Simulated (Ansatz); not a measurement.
Gas-phase electronic energies from Ansatz, PBE0-D4/def2-TZVP geometries. CBS: MP2 limit from def2 TZ/QZ plus the TZ coupled-cluster correction, frozen cores. DFT in def2-TZVPP. B3LYP here is the variant with VWN-RPA as its local correlation; programs differ in this. Elements past krypton have def2 core potentials. For Sn outer-core shells are correlated without core-valence functions, which leaves a few kJ/mol of doubt a bond. One conformer a species, not always the lowest.

Reaction (substitution at a C–Sn bond): `[CH3][SnH]1[CH2][O]1` + `NBN` → `CNBN` + `[CH2]1[O][SnH2]1`

```json
{"level": "PBE-D4", "ΔE (kJ/mol)": "61.3", "difference from CCSD(T)/CBS": "-13.5"}
{"level": "r2SCAN-D4", "ΔE (kJ/mol)": "65.1", "difference from CCSD(T)/CBS": "-9.7"}
{"level": "PBE0-D4", "ΔE (kJ/mol)": "62.2", "difference from CCSD(T)/CBS": "-12.6"}
{"level": "B3LYP-D4", "ΔE (kJ/mol)": "59.8", "difference from CCSD(T)/CBS": "-15.0"}
{"level": "ωB97X-V", "ΔE (kJ/mol)": "61.7", "difference from CCSD(T)/CBS": "-13.1"}
{"level": "ωB97M-V", "ΔE (kJ/mol)": "63.8", "difference from CCSD(T)/CBS": "-11.0"}
{"level": "B2PLYP", "ΔE (kJ/mol)": "65.2", "difference from CCSD(T)/CBS": "-9.6"}
{"level": "PBE", "ΔE (kJ/mol)": "60.9", "difference from CCSD(T)/CBS": "-13.9"}
{"level": "r2SCAN", "ΔE (kJ/mol)": "65.0", "difference from CCSD(T)/CBS": "-9.8"}
{"level": "PBE0", "ΔE (kJ/mol)": "61.7", "difference from CCSD(T)/CBS": "-13.1"}
{"level": "B3LYP", "ΔE (kJ/mol)": "58.9", "difference from CCSD(T)/CBS": "-15.9"}
{"level": "HF/def2-TZVPP", "ΔE (kJ/mol)": "53.2", "difference from CCSD(T)/CBS": "-21.6"}
{"level": "MP2/def2-TZVPP", "ΔE (kJ/mol)": "77.5", "difference from CCSD(T)/CBS": "2.7"}
{"level": "SCS-MP2/def2-TZVPP", "ΔE (kJ/mol)": "71.0", "difference from CCSD(T)/CBS": "-3.8"}
{"level": "CCSD/def2-TZVPP", "ΔE (kJ/mol)": "66.7", "difference from CCSD(T)/CBS": "-8.1"}
{"level": "CCSD(T)/def2-TZVPP", "ΔE (kJ/mol)": "68.6", "difference from CCSD(T)/CBS": "-6.2"}
{"level": "HF/def2-QZVPP", "ΔE (kJ/mol)": "54.1", "difference from CCSD(T)/CBS": "-20.7"}
{"level": "MP2/def2-QZVPP", "ΔE (kJ/mol)": "81.3", "difference from CCSD(T)/CBS": "6.5"}
{"level": "SCS-MP2/def2-QZVPP", "ΔE (kJ/mol)": "74.7", "difference from CCSD(T)/CBS": "-0.1"}
{"level": "HF/CBS(def2)", "ΔE (kJ/mol)": "54.2", "difference from CCSD(T)/CBS": "-20.6"}
{"level": "MP2/CBS(def2)", "ΔE (kJ/mol)": "83.7", "difference from CCSD(T)/CBS": "8.9"}
{"level": "CCSD/CBS(def2)", "ΔE (kJ/mol)": "72.9", "difference from CCSD(T)/CBS": "-1.9"}
{"level": "CCSD(T)/CBS", "ΔE (kJ/mol)": "74.8", "difference from CCSD(T)/CBS": "0"}
```

Largest T1 diagnostic among the species: 0.019.

In def2-TZVPP, CCSD(T) changes the Hartree–Fock value by +15.3 kJ/mol (the triples alone add +1.9 kJ/mol) and MP2 by +24.2 kJ/mol.
